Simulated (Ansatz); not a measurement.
Reaction (formal exchange of groups at a Zn–S bond): `[ZnH][S][GaH2]` + `BOC` → `CO[BH][ZnH]` + `[SH][GaH2]`

Computed with Ansatz on PBE0-D4/def2-TZVP structures; ΔE is electronic, products minus reactants. CCSD(T)/CBS is the MP2 limit (def2-TZVPP, def2-QZVPP) plus CCSD(T) − MP2 in def2-TZVPP, frozen cores. DFT in def2-TZVPP. B3LYP here is the variant with VWN-RPA as its local correlation; programs differ in this. HSE06 is defined as in plane-wave codes. For Ga, Zn outer-core shells are correlated without core-valence functions, which leaves a few kJ/mol of doubt a bond. Scalar relativity is left out up to krypton. One conformer a species, not always the lowest.

`[ZnH][S][GaH2]`:

```xyz
6

Zn   -1.748    0.573    0.260
S    -0.517    0.221   -1.493
Ga    1.243   -0.402   -0.338
H    -2.634    0.828    1.481
H     1.135   -0.418    1.229
H     2.520   -0.801   -1.139
```

`BOC`:

```xyz
8

B     0.099   -0.863    1.033
O     0.476   -0.518   -0.205
C    -0.025    0.633   -0.854
H    -0.692   -0.184    1.636
H     0.583   -1.857    1.489
H    -0.730    1.173   -0.216
H     0.812    1.287   -1.107
H    -0.524    0.330   -1.776
```

`CO[BH][ZnH]`:

Cartesian coordinates in Å:
```
C -0.180 0.487 -1.571
O 0.055 -0.358 -0.459
B 0.019 0.090 0.811
Zn 0.388 -1.278 2.348
H 0.703 0.479 -2.214
H -1.028 0.097 -2.137
H -0.391 1.510 -1.247
H -0.228 1.268 0.965
H 0.662 -2.292 3.505
```

`[SH][GaH2]`:

```xyz
5

S    -0.836    0.777   -1.117
Ga    0.260    0.000    0.624
H    -0.634   -0.310   -1.878
H     0.316    0.955    1.854
H     0.894   -1.422    0.518
```

```
             level  ΔE (kJ/mol)  difference from CCSD(T)/CBS
       LDA (SPW92)        124.9                        -17.3
           PBE0-D4        134.2                         -8.0
          B3LYP-D4        132.6                         -9.6
        r2SCANh-D4        140.2                         -2.0
        r2SCAN0-D4        143.2                          1.0
          HSE06-D4        134.6                         -7.6
            B2PLYP        136.6                         -5.6
               PBE        123.6                        -18.6
              PBE0        132.8                         -9.4
      MP2/def2-SVP        143.3                          1.1
     HF/def2-TZVPP        154.3                         12.1
    MP2/def2-TZVPP        143.7                          1.5
SCS-MP2/def2-TZVPP        141.0                         -1.2
   CCSD/def2-TZVPP        136.3                         -5.9
CCSD(T)/def2-TZVPP        135.6                         -6.6
     MP2/CBS(def2)        150.3                          8.1
       CCSD(T)/CBS        142.2                            0
```

Largest T1 diagnostic among the species: 0.016.

Leaving LDA and LC-ωPBE aside and taking each functional with its dispersion term where it has one, the values, not all of them listed here, spread over 21.4 kJ/mol, from revPBE-D4 to BHLYP-D4. From BLYP to BHLYP (50 % exact exchange), in def2-TZVPP and without D4, ΔE moves by +18.8 kJ/mol. At CCSD(T), def2-SVP lies −7.6 kJ/mol from the extrapolated value and def2-TZVPP −6.6 kJ/mol.
